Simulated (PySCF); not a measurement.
C5H10O, SMILES C1C(C)(C1)CO. Atoms are numbered in the order given.

```xyz
16

C     -1.1005    -1.5891     0.0000
C     -0.1487    -0.4111     0.0000
C     -0.8625     0.9275     0.0000
O      0.0762     1.9825     0.0000
C      1.1500    -0.5258    -0.7560
C      1.1500    -0.5258     0.7560
H     -1.7508    -1.5786    -0.8917
H     -1.7508    -1.5786     0.8917
H     -0.5503    -2.5422     0.0000
H     -1.5219     0.9754    -0.8926
H     -1.5219     0.9754     0.8926
H     -0.4026     2.8191     0.0000
H      1.5242     0.3729    -1.2515
H      1.3553    -1.4652    -1.2781
H      1.3553    -1.4652     1.2781
H      1.5242     0.3729     1.2515
```

Geometry optimised at B3LYP-D3(BJ)/def2-SVP. The values are those of a single conformer.

Two levels are set side by side: PBE/pcSseg-1 (PySCF) and HF/pcSseg-1 (PySCF). GIAO shifts against H2O (¹⁷O), TMS (¹H), TMS (¹³C) at the same level; non-relativistic, no solvent, atoms listed together averaged. Differences are taken from unrounded values.

```csv
quantity,HF
δ(¹³C) of C1 (ppm),23.7
δ(¹³C) of C2 (ppm),11.3
δ(¹³C) of C3 (ppm),61.8
δ(¹⁷O) of O4 (ppm),6.6
"δ(¹³C) of C5, C6 (ppm)",8.4
"δ(¹H) of H10, H11 (ppm)",3.66
δ(¹H) of H12 (ppm),0.82
```

Question: What does PBE give, and how far is it from HF? (Estimate from the structure and the level; the computed values follow.)

Answer: 
| quantity | PBE | PBE minus HF |
|---|---|---|
| δ(¹³C) of C1 (ppm) | 26.3 | 2.6 |
| δ(¹³C) of C2 (ppm) | 21.1 | 9.8 |
| δ(¹³C) of C3 (ppm) | 72.8 | 11.0 |
| δ(¹⁷O) of O4 (ppm) | 33.0 | 26.3 |
| δ(¹³C) of C5, C6 (ppm) | 13.8 | 5.4 |
| δ(¹H) of H10, H11 (ppm) | 4.27 | 0.62 |
| δ(¹H) of H12 (ppm) | 0.25 | -0.56 |

Rough cost on one machine, each run with all the roots and properties that it gave: HF against PBE within a factor of 2.
